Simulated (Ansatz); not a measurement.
Ansatz (a quantum-chemistry and plane-wave program) input:

Ansatz 0.2 input:
```yaml
crystal:
  periodic: [false, false, false]
  atoms:
    - {symbol: B, position_ang: [0.28194358, 0.10021043, -0.01676340]}
    - {symbol: N, position_ang: [1.62484119, 0.28517868, -0.01395691]}
    - {symbol: N, position_ang: [-0.49511114, -1.15937114, 0.37353742]}
    - {symbol: N, position_ang: [-0.66341540, 1.20793476, -0.42751389]}
    - {symbol: H, position_ang: [2.17979220, -0.54160361, 0.23378177]}
    - {symbol: H, position_ang: [0.04685507, -2.00291763, 0.21591499]}
    - {symbol: H, position_ang: [-1.35608223, -1.24607638, -0.15678742]}
    - {symbol: H, position_ang: [-0.18113981, 2.09901212, -0.40538091]}
    - {symbol: H, position_ang: [-1.44980237, 1.26936013, 0.21117833]}
basis:
  gaussian:
    orbitals: def2-TZVP
hamiltonian:
  xc: b3lyp
  dispersion: d3bj
total_charge: -1
relax: {f_tol: 0.002, max_steps: 150}
```

Q: What final total energy does it print?

A: -192.30348 Eh (B3LYP-D3(BJ)/def2-TZVP). The basis has 154 functions. The run takes about 30 core-seconds (a rough figure).

It need not be the lowest isomer of its formula. Whether it binds its extra electron was not tested at this geometry.
